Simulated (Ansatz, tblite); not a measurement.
Cost and result up the ladder for [5.6]paracyclophane, `c1cc2ccc1CCCCCCc1ccc(cc1)CCCCC2` (53 atoms). Total charge 0; singlet. Geometry: PBE-D4/def2-SVP.

Ansatz on 4 threads of AMD EPYC 7R13 on a shared host and a share (37 GiB) of an NVIDIA H100 80GB HBM3; xTB runs through tblite on one thread. Times are rough, summed over both states, and most runs start from the orbitals of an earlier one. PBE0-D4/def2-TZVP serves as the yardstick here, not as an exact answer. The other state is a triplet.

The xTB rows come from tblite. Single mean-field runs in def2-TZVP are fitted with def2-universal-jkfit.

xTB has no spin-polarisation term.

```csv
level,functions,vertical triplet (eV),difference from PBE0-D4/def2-TZVP (eV)
PBE0-D4/def2-TZVP,893,3.97,0.00
GFN1-xTB,152,4.25,0.28
PBE-D4/def2-TZVP (with forces),893,3.99,0.01
GFN2-xTB,122,4.30,0.32
```

Task: Estimate how long each takes.

Result: GFN2-xTB 0.18 s; GFN1-xTB 0.29 s; PBE0-D4/def2-TZVP 15 s; PBE-D4/def2-TZVP (with forces) 17 s. On shared hardware such times vary by a factor of up to 3.
